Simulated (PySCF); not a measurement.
A structure optimised at PBE-D3(BJ)/def2-SVP, used in a PySCF frequency run:

```xyz
5

Cl     0.0000     1.7445     1.9011
Ge     0.0000     0.0000     0.6202
Cl     0.0000    -1.7445     1.9011
I     -2.0842     0.0000    -0.7970
I      2.0842     0.0000    -0.7970
```
Charge 0, spin multiplicity 1.

**Question.** Write its SMILES, formula and point group.

**Answer.** [Cl][Ge]([Cl])([I])[I], Cl2GeI2, C2v

**Question.** What are its rotational constants (standard atomic weights)?

**Answer.** 0.76584, 0.38337, 0.32677 GHz
